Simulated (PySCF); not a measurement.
# TDDFT excited states: C7H5NO2

Compound: C₇H₅NO₂.
SMILES: `c1coc(-c2cocn2)c1`

The calculation used PySCF, TDDFT CAM-B3LYP/def2-SVPD, vertical, gas phase, core orbitals frozen in the response. One conformer (not necessarily the lowest) at the GFN2-xTB geometry, without solvent, vibrations or thermal averaging. Torsions of this conformer, `[cH:1]1[cH:2][o:3][c:4](-[c:5]2[cH:6][o:7][cH:8][n:9]2)[cH:10]1`: O3–C4–C5–C6 0°.

Q: List the vertical singlet excitations with oscillator strengths and describe the spectrum.

A: 

```json
{"state": "S1", "λ (nm)": "244.9", "E (eV)": "5.06", "f": "0.412", "symmetry": "A′", "main configurations (H = HOMO, L = LUMO)": "H→L (96%)"}
{"state": "S2", "λ (nm)": "216.6", "E (eV)": "5.72", "f": "0.118", "symmetry": "A′", "main configurations (H = HOMO, L = LUMO)": "H→L+1 (93%)"}
{"state": "S3", "λ (nm)": "204.1", "E (eV)": "6.07", "f": "0.0065", "symmetry": "A″", "main configurations (H = HOMO, L = LUMO)": "H→L+2 (83%), H→L+3 (8%)"}
{"state": "S4", "λ (nm)": "190.5", "E (eV)": "6.51", "f": "0.0025", "symmetry": "A′", "main configurations (H = HOMO, L = LUMO)": "H→L+5 (51%), H-2→L (30%), H-1→L (10%)"}
{"state": "S5", "λ (nm)": "187.6", "E (eV)": "6.61", "f": "0.0001", "symmetry": "–", "main configurations (H = HOMO, L = LUMO)": "H-3→L (40%), H-3→L+1 (40%), H→L+3 (14%)"}
{"state": "S6", "λ (nm)": "187.2", "E (eV)": "6.62", "f": "0.0063", "symmetry": "A″", "main configurations (H = HOMO, L = LUMO)": "H→L+3 (63%), H-3→L (9%), H-3→L+1 (8%)"}
{"state": "S7", "λ (nm)": "184.0", "E (eV)": "6.74", "f": "0.138", "symmetry": "A′", "main configurations (H = HOMO, L = LUMO)": "H-1→L (80%), H-2→L (12%)"}
{"state": "S8", "λ (nm)": "177.1", "E (eV)": "7.00", "f": "0.0061", "symmetry": "A″", "main configurations (H = HOMO, L = LUMO)": "H→L+4 (82%), H→L+6 (9%)"}
```

Triplets, Tamm–Dancoff:

```tsv
state	E (eV)	λ (nm)	main configurations (H = HOMO, L = LUMO)
T1	3.15	393.9	H→L (89%)
T2	4.30	288.4	H→L+1 (44%), H-1→L (31%)
T3	5.05	245.7	H→L+5 (44%), H-2→L (17%), H-1→L+1 (12%)
```

The lowest singlet comes at 245 nm (488 kJ/mol) in the ultraviolet; it is strong; its leading configuration is HOMO→LUMO (96%). The lowest level is also the most intense of those listed (f = 0.412). Löwdin shares by element: HOMO carbon 62% or more (atoms not listed hold the other 38%); LUMO carbon 53% or more (atoms not listed hold the other 47%). Of the 8 states listed, 3 reach f = 0.01 and 1 stays under 0.0005. Orbital energies (eV): HOMO-3 -10.13, HOMO-2 -9.65, HOMO-1 -9.37, HOMO -7.34, LUMO 0.25, LUMO+1 1.15, LUMO+2 1.40. The oscillator strengths of these states sum to 0.689; summed over the whole spectrum of an exact calculation they would give the number of electrons, 70 (Thomas–Reiche–Kuhn). Symmetry labels in Cs follow from the direction of the transition dipole and are given only for states with f of 0.002 or more. The window holds the lowest 8 singlets.
